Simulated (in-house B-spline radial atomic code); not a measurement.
Configurations of Zr⁴⁺, with energies counted from [Ar] 3d10 4s2 4p6. Method: scalar-relativistic (X2C) TPSSh, spin-polarised, spherical fractional occupations, Fermi nucleus of rms radius 4.2694 fm. Calculated with a radial B-spline atomic code at the basis-set limit. Caution: exact exchange at fractional occupations of open shells leaves self-interaction of up to several eV. Shells without spins written out take the highest spin.

Occupations are held fixed; configurations that lie above the ionisation limit could autoionise.

```tsv
configuration	E - E(ref) (eV)	highest orbital	its <r> (bohr)
[Ar] 3d10 4s2 4p5 4f1	58.025	4f up	2.929
[Ar] 3d10 4s1 4p6 5s1	64.93	5s up	2.634
[Ar] 3d10 4s(0 up, 1 down) 4p6 5f(0 up, 1 down)	89.362	5f down	5.311
[Ar] 3d9 4s2 4p6 5p1	204.31	5p up	2.943
[Ar] 3d(4 up, 5 down) 4s2 4p6 5d(0 up, 1 down)	213.51	5d down	3.709
[Ne] 3s2 3p(2 up, 3 down) 3d10 4s2 4p6 5s(0 up, 1 down)	341.89	5s down	2.605
```

Order these further configurations by energy, lowest first.
A. [Ar] 3d9 4s2 4p6 5f1
B. [Ar] 3d10 4s2 4p5 4d1
C. [Ar] 3d10 4s1 4p6 5p1
D. [Ar] 3d9 4s2 4p6 4d1
E. [Ne] 3s2 3p(2 up, 3 down) 3d10 4s2 4p6 4d(1 up, 0 down)

B (33.116 eV), C (71.676 eV), D (188.1 eV), A (222.35 eV), E (332.64 eV).

How far above the reference does [Ar] 3d10 4s1 4p6 5d1 lie?

80.785 eV; its least bound orbital is 5d up with <r> = 3.767 bohr.

How far above the reference does [Ne] 3s2 3p5 3d10 4s2 4p6 5f1 lie?

366.73 eV; its least bound orbital is 5f up with <r> = 5.266 bohr.
